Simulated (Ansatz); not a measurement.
Species: SiF2, net charge 0, singlet state. 
Geometry from a B3LYP-D3(BJ)/def2-TZVP (Ansatz, an electronic-structure program) optimisation:
```xyz
3

Si     0.0153     0.0127     0.5768
F      1.0240    -0.6902    -0.4611
F     -1.0478     0.6704    -0.4362
```

Computed values are from Ansatz. Correlated levels leave the core frozen unless marked. UHF or UKS for open shells. No spin-orbit coupling. No relativistic terms. Basis-set limits of correlation are two-point, X^-3; Hartree-Fock from the larger set. [CCSD(T)-MP2]/basis is that difference in the basis named.

The Hartree-Fock reference is unstable (checked in the largest basis), which strains HF and MP2. 

Q: What is the vertical ionisation energy (to the doublet) at RI-MP2/CBS(aug-cc-pV(T+d)Z,aug-cc-pV(Q+d)Z)+[CCSD(T)-MP2]/aug-cc-pV(T+d)Z?

A: 11.25 eV.

Q: What is the dipole moment at CCSD(T)/aug-cc-pV(D+d)Z?

A: 1.28 D.

Q: What is the vertical electron affinity (to the doublet; negative means unbound) at RI-MP2/CBS(aug-cc-pV(T+d)Z,aug-cc-pV(Q+d)Z)+[CCSD(T)-MP2]/aug-cc-pV(T+d)Z?

A: 0.17 eV.

Q: What is the T1 diagnostic at CCSD/aug-cc-pV(Q+d)Z?

A: 0.015.

Q: What is the total energy at CCSD(T)/CBS(aug-cc-pV(T+d)Z,aug-cc-pV(Q+d)Z)?

A: -488.7489 Eh.
